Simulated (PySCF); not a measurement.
**Two-component Hartree-Fock for Ni- (nickel, charge -1)**

Start: [Ar] 3d9 4s2; 3d3/2 filled at m_j = -1/2, +1/2, +3/2; 3d5/2 filled at m_j = -5/2, -3/2, -1/2, +1/2, +3/2, +5/2. Calculated with PySCF 2.14 in x2c-SVPall-2c with one added diffuse shell each of s, d type (6s5p4d1f, 48 functions): generalised Hartree-Fock with the X2C-1e Hamiltonian and a Gaussian nucleus; one run each with spin-orbit coupling (SO) screened by Boettger's factors, then bare. This is a chosen level, not necessarily the ground level.

```json
{"spinor shell": "1s1/2", "electrons": "2", "ε, screened SO (eV)": "-8388.4", "ε, bare SO (eV)": "-8388.4", "weight of nominal j (bare SO)": "1.000", "rms radius, bare SO (bohr)": "0.0625"}
{"spinor shell": "2s1/2", "electrons": "2", "ε, screened SO (eV)": "-1038.5", "ε, bare SO (eV)": "-1038.5", "weight of nominal j (bare SO)": "1.000", "rms radius, bare SO (bohr)": "0.265"}
{"spinor shell": "2p1/2", "electrons": "2", "ε, screened SO (eV)": "-899.95", "ε, bare SO (eV)": "-900.91", "weight of nominal j (bare SO)": "1.000", "rms radius, bare SO (bohr)": "0.236"}
{"spinor shell": "3s1/2", "electrons": "2", "ε, screened SO (eV)": "-124.65", "ε, bare SO (eV)": "-124.66", "weight of nominal j (bare SO)": "1.000", "rms radius, bare SO (bohr)": "0.799"}
{"spinor shell": "3p1/2", "electrons": "2", "ε, screened SO (eV)": "-79.277", "ε, bare SO (eV)": "-79.385", "weight of nominal j (bare SO)": "0.965", "rms radius, bare SO (bohr)": "0.849"}
{"spinor shell": "3p3/2", "electrons": "4", "ε, screened SO (eV)": "-78.581", "ε, bare SO (eV)": "-78.546", "weight of nominal j (bare SO)": "0.983", "rms radius, bare SO (bohr)": "0.858"}
{"spinor shell": "3d3/2", "electrons": "3", "ε, screened SO (eV)": "-6.690", "ε, bare SO (eV)": "-6.722", "weight of nominal j (bare SO)": "0.705", "rms radius, bare SO (bohr)": "1.25"}
{"spinor shell": "3d5/2", "electrons": "6", "ε, screened SO (eV)": "-6.840", "ε, bare SO (eV)": "-6.825", "weight of nominal j (bare SO)": "0.851", "rms radius, bare SO (bohr)": "1.25"}
{"spinor shell": "4s1/2", "electrons": "2", "ε, screened SO (eV)": "-0.542", "ε, bare SO (eV)": "-0.544", "weight of nominal j (bare SO)": "1.000", "rms radius, bare SO (bohr)": "5.13"}
```

**Question.** Where does 2p3/2 lie, and what is the 2p spin-orbit splitting (bare SO)?

**Answer.** At -882.04 eV, 18.873 eV above 2p1/2.

```
   quantity  screened SO      bare SO
E (hartree)  -1518.79996  -1518.80165
        M_J          3/2          3/2
       ⟨J²⟩        3.864        3.818
       ⟨L²⟩        6.010        6.010
       ⟨S²⟩        0.755        0.757
```

The basis lacks diffuse functions for the outer shell of this anion, so its levels lie too high.

Each row is a mean over spinors that exchange with the open shell spreads, by up to 5.533 eV (3p1/2).

Rows whose weight is well below 1 are mixtures of j = l ± 1/2: exchange outweighs spin-orbit coupling there, and the label is only the starting occupation.

⟨J²⟩ departs a little from M_J(M_J + 1) because the unrestricted spinors polarise the closed shells.
